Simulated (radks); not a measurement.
Question: The krypton ion Kr6+ is in [Ar] 3d10 4s2. Method: scalar-relativistic Kohn-Sham, PBE, spin-polarised, spherical densities, finite nucleus; Fermi nuclear charge, rms radius of each element as measured or else 0.836 A^(1/3) + 0.57 fm; computed with a radial shooting solver on a logarithmic mesh with Libxc functionals. Open shells are filled with parallel spins first. One electron is removed from 3d, 4s, 3p, 3s in turn, with full relaxation. Which removal costs least, and what does each cost?

Answer: 4s 109.85 eV; 3d 190.31 eV; 3p 304.38 eV; 3s 373.39 eV. The 4s electron leaves first.
